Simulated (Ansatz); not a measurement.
Relaxation of Cl$_{2}$HOZn (5 atoms, charge 0, multiplicity 2), to a largest force component of 0.03 eV/Å in at most 50 steps.

The calculation used Ansatz, UKS PBE-D4/def2-SVP.

```xyz
5
Properties=species:S:1:pos:R:3
Zn 0.027 -0.097 -0.054
Cl 0.016 -0.058 2.149
O -0.002 0.008 -1.829
H 0.234 -0.844 -2.242
Cl -0.021 0.074 5.380
```

Task: Where does it end, and by what steps?

Result: The run converged. After 26 steps the energy has fallen by 1.238 eV; Cl5 moved furthest, 2.94 Å. Joined: Zn1–Cl5 (5.44 → 2.21 Å).

```csv
step,energy less start (eV),largest force component (eV/Å),accepted
0,0.0000,1.138,yes
1,-0.0539,0.405,yes
2,-0.0744,0.360,yes
3,-0.1148,0.405,yes
4,-0.1257,0.212,yes
5,-0.1791,0.179,yes
6,-0.2252,0.129,yes
7,-0.2661,0.166,yes
8,-0.3037,0.194,yes
9,-0.3379,0.168,yes
10,-0.3704,0.148,yes
11,-0.4057,0.150,yes
12,-0.4508,0.203,yes
13,-0.5164,0.300,yes
14,-0.6263,0.461,yes
15,-0.7965,0.633,yes
16,-1.0106,0.622,yes
17,-1.1285,0.481,yes
18,-1.0542,1.639,no
19,-1.1654,0.365,yes
20,-1.1853,0.542,yes
21,-1.1956,0.386,yes
22,-1.2143,0.422,yes
23,-1.2258,0.169,yes
24,-1.2355,0.074,yes
25,-1.2379,0.036,yes
26,-1.2384,0.016,yes
```

```xyz
5
Properties=species:S:1:pos:R:3
Zn -0.064 -0.221 0.908
Cl 0.412 -1.983 2.160
O -0.408 -0.007 -0.884
H 0.394 0.140 -1.423
Cl -0.079 1.153 2.641
```

Whether the end is a true minimum wasn't checked by a vibrational analysis.

Time of the run: 78 s on 2 threads of AMD EPYC 7R32 (Zen 2), with other jobs on the host, peak memory 0.23 GiB.
